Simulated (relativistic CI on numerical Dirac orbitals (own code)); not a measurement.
**V²⁺ in a cubic cluster: L2,3 absorption with charge transfer**

Computed with a charge-transfer multiplet model of a cubic metal-ligand cluster with up to one ligand hole, Slater and spin-orbit integrals from Dirac-Coulomb-Breit ions, Slater integrals scaled by 0.8. The ground state mixes d3 with configurations of k ligand holes L, whose averages lie at kΔ + k(k − 1)U_dd/2; a core hole lowers each added d electron by U_cd. 300 K, Lorentzian 0.4 eV and Gaussian 0.3 eV FWHM.

Atomic integrals in eV (Slater integrals scaled, ζ unscaled), ground: F2dd 7.134, F4dd 4.434, zeta_d 0.019; with the core hole: F2dd 7.850, F4dd 4.885, zeta_d 0.030, zeta_core 4.613, F2cd 4.315, G1cd 3.109, G3cd 1.763.

Cluster parameters (eV): Δ = 7.7, U_dd = 5.4, U_cd = 6.3, 10Dq = 0.75, 10Dq(ligand) = 0.4, final-state hopping factor = 0.9.

Weights, n_d and S are thermal averages at 300 K. Photon energies count from the first peak over 30 % of the highest in each spectrum, which can be another peak from case to case. The parameters are a model scan and need not match a compound or its usual spin state. Peaks in eV (height, largest 100): 0.0 (55), 1.0 (100), 1.8 (86), 4.1 (14), 7.1 (70), 8.1 (41), 8.8 (59).

**Question.** Which parameters give this spectrum?
A. V(eg) = 1.85 eV, V(t2g) = -0.79 eV
B. V(eg) = 2.45 eV, V(t2g) = -1.04 eV
C. V(eg) = 2.75 eV, V(t2g) = -1.17 eV

**Answer.** C. V(eg) = 2.75 eV, V(t2g) = -1.17 eV; the ground state then has 3.22 d electrons and S = 1.50. The choice follows from running the model for each set and comparing peak positions and heights. The space is cut while the next configuration still counts.
